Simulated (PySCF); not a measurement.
C3H7O2, SMILES COCC[O], multiplicity 2.

Coordinates come from a B3LYP-D3(BJ)/def2-SVP optimisation. The isomer is the one that the SMILES or the coordinates give; other isomers of the formula were not compared. One conformer was computed; it need not be the lowest.

Computed with PBE/def2-TZVP run with PySCF.

Gas-phase values at a fixed geometry.

* **total energy**: -268.66866 hartree
* **α spin, highest occupied and lowest empty level**: -5.95 and 0.24 eV
* **β spin, highest occupied and lowest empty level**: -5.61 and -5.01 eV
* **dipole moment**: 0.556 e·Å
* **quadrupole, principal values (traceless, Buckingham form, about the centre of nuclear charge)**: -8.78, 2.85, 5.93 D·Å
* **mean static polarisability**: 59.0 bohr³ (8.74 Å³)
* **polarisability, principal values**: 42.5, 47.1, 87.4 bohr³
* **⟨S²⟩**: 0.753 (pure state 0.75)
